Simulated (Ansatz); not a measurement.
CH4ClNOSi (`O/C=N/[SiH2]Cl`). The species carries charge 0 and has multiplicity 1.

```xyz
9

O     2.288   -0.845   -0.312
C     1.191   -0.202    0.082
N     0.055   -0.412   -0.410
Si   -1.428    0.331   -0.006
Cl   -1.224    1.742    1.492
H     2.021   -1.462   -1.010
H     1.433    0.513    0.874
H    -1.964    1.029   -1.194
H    -2.372   -0.695    0.485
```

Problem. Give the diagnostics of a CCSD(T)/def2-TZVPP run (frozen core, the Gaussian-basis code of Ansatz). (Estimate.)

Solution. Computed: T1 = 0.0132, largest single amplitude 0.040, largest double 0.049, (T) share of the correlation energy 4.1 %, 9 CCSD cycles. The RHF solution is stable towards an unrestricted one. T1 lies under the customary mark of 0.02 for closed shells.
